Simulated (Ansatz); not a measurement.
Mulliken charges of FH5O2Si2, SMILES `O[SiH2][SiH](O)F` from ωB97M-V/def2-TZVPP in Ansatz (PBE0-D4/def2-TZVP geometry).

```
atom   x (Å)   y (Å)   z (Å)  charge (e)
  O1  -0.703  -2.130  -0.851      -0.382
 Si2  -0.379  -1.162   0.449       0.299
 Si3   0.113   1.024  -0.258       0.559
  O4   0.822   1.803   0.994      -0.370
  F5   1.135   0.905  -1.496      -0.321
  H6  -0.044  -2.163  -1.547       0.180
  H7  -1.604  -1.183   1.286      -0.031
  H8   0.765  -1.674   1.256      -0.046
  H9  -1.026   1.825  -0.786      -0.069
 H10   0.921   2.756   0.953       0.180
```

**Question.** By hand: the dipole of these point charges (1 e Å = 4.8032 D).

**Answer.** Σ q r = (-0.207, 0.176, 0.277) e Å, of length 0.388 e Å = 1.86 D.

**Question.** How does the dipole of the full density compare? (Estimate.)

**Answer.** The calculation gave: (0.052, 0.285, 0.001) e Å, 1.39 D; the point charges give 1.34 times that, at 69° from its direction.

Point charges leave out the atoms' own dipoles, such as those of lone pairs, and Mulliken's split depends on the basis, so the two needn't agree.
